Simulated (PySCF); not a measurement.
Compound: C5H8O2.
SMILES: `CO/C=C\CC=O`

Level: CAM-B3LYP/def2-SVPD in PySCF, non-relativistic, on one gas-phase PBE0-D3(BJ)/def2-SVP geometry that isn't relaxed in the solvent. The solvent is an IEF-PCM continuum (cavity from Bondi-type radii × 1.2), and excitations are vertical TDDFT with non-equilibrium linear response and a frozen core. Specific hydrogen bonds and non-electrostatic terms are outside this model.

Gas-phase singlets (H = HOMO, L = LUMO):

| state | E (eV) | λ (nm) | f | leading configurations |
| --- | --- | --- | --- | --- |
| S1 | 4.268 | 290 | 0.006 | H-1→L 50%, H→L 38% |
| S2 | 5.853 | 212 | 0.156 | H→L 60%, H-1→L 35% |
| S3 | 6.316 | 196 | 0.021 | H→L+1 70%, H→L+3 19% |
| S4 | 6.594 | 188 | 0.198 | H→L+2 91% |
| S5 | 7.015 | 177 | 0.045 | H→L+4 46%, H→L+3 30% |

Problem. What are the lowest 5 singlets in dimethylsulfoxide (ε = 46.83)?

Solution. 
```
state  E (eV)  λ (nm)      f  leading configurations  change by rank (eV)
   S1   4.339     286  0.014      H-1→L 56%, H→L 39%               +0.071
   S2   5.536     224  0.142      H→L 60%, H-1→L 36%               -0.317
   S3   6.406     194  0.038               H→L+1 85%               +0.090
   S4   6.535     190  0.323               H→L+2 86%               -0.059
   S5   7.107     174  0.066    H→L+4 54%, H→L+5 27%               +0.092
```

Problem. Give the list for water (ε = 78.36), n² = 1.78.

Solution. 
```tsv
state	E (eV)	λ (nm)	f	leading configurations	change by rank (eV)
S1	4.343	285	0.013	H-1→L 56%, H→L 38%	+0.075
S2	5.542	224	0.130	H→L 60%, H-1→L 36%	-0.311
S3	6.413	193	0.034	H→L+1 85%	+0.097
S4	6.562	189	0.311	H→L+2 86%	-0.032
S5	7.113	174	0.066	H→L+4 53%, H→L+5 28%	+0.098
```

Problem. The ground-state energy changes by -0.303 eV from gas to water. By how much does the total energy of gas-phase S2 change?

Solution. E(S2) = E(S0) + excitation energy, so it changes by -0.303 − 0.311 = -0.614 eV: it is lowered more than the ground state, which is what a red shift means. This is the vertical state, with the slow part of the continuum still set for S0.

Problem. How do the frontier levels move from gas to water?

Solution. 
```tsv
orbital	gas (eV)	solvent (eV)	change (eV)
LUMO+2	1.53	1.74	+0.21
LUMO+1	1.14	1.49	+0.35
LUMO	0.46	0.34	-0.12
HOMO	-7.98	-7.84	+0.14
HOMO-1	-9.05	-9.29	-0.24
HOMO-2	-11.17	-10.90	+0.27
HOMO-3	-11.69	-11.36	+0.33
```

The HOMO–LUMO gap goes from 8.45 to 8.18 eV. Rows go by rank; for HOMO-3 and LUMO+1 the atom shares or the degeneracy differ between the runs, so the row needn't follow one orbital.

Time: 27 s of wall time. Hardware: one thread, x86-64 server, no GPU, shared host. This is the whole response run at CAM-B3LYP/def2-SVPD in water, SCF included.

Conformer computed: `[CH3:1][O:2]/[CH:3]=[CH:4]\[CH2:5][CH:6]=[O:7]`: C1–O2–C3–C4 -171°, C3–C4–C5–C6 -92°, C4–C5–C6–O7 -126°.
